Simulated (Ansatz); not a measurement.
Species: sum formula SiI₂F₂, net charge 0, singlet state. SMILES: F[Si](F)(I)I
Geometry from a B3LYP-D3(BJ)/def2-TZVP (Ansatz, an electronic-structure program) optimisation:
```
Si
F 1 1.5839
F 1 1.5839 2 106.82
I 1 2.4180 2 109.00 3 -117.64
I 1 2.4180 2 109.00 3 117.64
```

Computed values are from Ansatz. Valence correlation only, unless marked. UHF or UKS for open shells. No spin-orbit coupling. The frozen core is the preceding noble-gas configuration, with the filled d and f shells of earlier blocks. In def2 rows, elements after Kr have scalar-relativistic effective core potentials. CBS(X,Y): correlation extrapolated as X^-3; Hartree-Fock from the larger set.

| Item | Value |
|---|---|
| atomisation energy De | 1734.6 kJ/mol at CCSD(T)/CBS(def2-TZVPPD,def2-QZVPPD) |
| total energy | -1082.5879 Eh at CCSD(T)/CBS(def2-TZVPPD,def2-QZVPPD) |
| dipole moment | 1.31 D at CCSD(T)/def2-SVPD |
| T1 diagnostic | 0.012 at CCSD/def2-QZVPPD |
